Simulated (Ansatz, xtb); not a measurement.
## C5H5FN2: which of two isomers lies lower

Structure I is `Cc1nccc(F)n1`, a singlet and structure II is `Cc1cc(F)ncn1`, a singlet. Both are isolated molecules in the gas phase, relaxed with PBE-D3(BJ)/def2-SVP.

I (Å):

```
atom    x (Å)    y (Å)    z (Å)
   C  -1.7917   0.3676  -1.0123
   C  -0.9179  -0.8348  -1.2246
   C  -0.6496  -3.1082  -1.2328
   C   0.6897  -2.9830  -1.6160
   C   1.1265  -1.6588  -1.7793
   F   2.3927  -1.4308  -2.1450
   N  -1.4585  -2.0526  -1.0350
   N   0.3631  -0.6015  -1.5944
   H  -1.3553   1.0227  -0.2311
   H  -1.8394   0.9729  -1.9402
   H  -2.8077   0.0550  -0.7153
   H  -1.0930  -4.1079  -1.0774
   H   1.3548  -3.8416  -1.7786
```

II (Å):

```xyz
13

C    -1.6605   -0.3104   -0.1504
C    -0.7495   -1.1951   -0.9556
C    -0.3392   -0.8379   -2.2547
C     0.5102   -1.7452   -2.8982
C     0.4780   -3.1233   -1.1193
F     0.9398   -1.4722   -4.1341
N     0.9283   -2.8795   -2.3611
N    -0.3337   -2.3497   -0.3886
H    -1.8724   -0.7863    0.8237
H    -1.1957    0.6817    0.0248
H    -2.6159   -0.1314   -0.6848
H    -0.6584    0.0923   -2.7453
H     0.8157   -4.0671   -0.6532
```

Quicker runs give these differences E(II) − E(I): GFN2-xTB +0.40 kcal/mol; HF/STO-3G +0.39 kcal/mol (at GFN2-xTB geometries); r2SCAN-D4/def2-SVP +0.85 kcal/mol (at GFN2-xTB geometries).

Q: Estimate E(II) − E(I) at the level CCSD(T)/def2-SVP + ΔMP2/def2-TZVPP.

A: CCSD(T)/def2-SVP + ΔMP2/def2-TZVPP gives E(II) − E(I) = +0.55 kcal/mol, slightly favouring structure I, which is too small a margin to settle the true order.

The same difference at several levels:

```json
{"level": "GFN2-xTB", "geometry": "GFN2-xTB", "E(II) − E(I) (kcal/mol)": "+0.40", "departure from the last row (kcal/mol)": "−0.14", "job, with rough time for the two": "optimisation, 0.096 s"}
{"level": "HF/STO-3G", "geometry": "GFN2-xTB", "E(II) − E(I) (kcal/mol)": "+0.39", "departure from the last row (kcal/mol)": "−0.16", "job, with rough time for the two": "single point, 0.48 s"}
{"level": "r2SCAN-D4/def2-SVP", "geometry": "GFN2-xTB", "E(II) − E(I) (kcal/mol)": "+0.85", "departure from the last row (kcal/mol)": "+0.30", "job, with rough time for the two": "single point, 6.3 s"}
{"level": "PBE-D3(BJ)/def2-SVP", "geometry": "PBE-D3(BJ)/def2-SVP", "E(II) − E(I) (kcal/mol)": "+0.73", "departure from the last row (kcal/mol)": "+0.18", "job, with rough time for the two": "optimisation, 59 s"}
{"level": "HF/def2-SVP", "geometry": "PBE-D3(BJ)/def2-SVP", "E(II) − E(I) (kcal/mol)": "+1.06", "departure from the last row (kcal/mol)": "+0.52", "job, with rough time for the two": "part of the CCSD(T) run"}
{"level": "MP2/def2-SVP", "geometry": "PBE-D3(BJ)/def2-SVP", "E(II) − E(I) (kcal/mol)": "+0.66", "departure from the last row (kcal/mol)": "+0.11", "job, with rough time for the two": "part of the CCSD(T) run"}
{"level": "CCSD(T)/def2-SVP", "geometry": "PBE-D3(BJ)/def2-SVP", "E(II) − E(I) (kcal/mol)": "+0.65", "departure from the last row (kcal/mol)": "+0.11", "job, with rough time for the two": "single point"}
{"level": "CCSD(T)/def2-SVP + ΔMP2/def2-TZVPP", "geometry": "PBE-D3(BJ)/def2-SVP", "E(II) − E(I) (kcal/mol)": "+0.55", "departure from the last row (kcal/mol)": "", "job, with rough time for the two": "single point, 2.2 min"}
```

As drawn, both hold the same kinds of bond in the same numbers.

The largest departure from CCSD(T)/def2-SVP + ΔMP2/def2-TZVPP is that of HF/def2-SVP, 0.52 kcal/mol. A small imaginary or near-zero mode remains, so no thermal terms are given. The last row adds to CCSD(T) the change of the MP2 difference between the two basis sets, here −0.11 kcal/mol.

The correlated steps freeze 8 core orbitals. Codes used: Ansatz 0.2.0, xtb 6.7.1; the last row on 2 threads of Arm Neoverse V2 on a shared host.
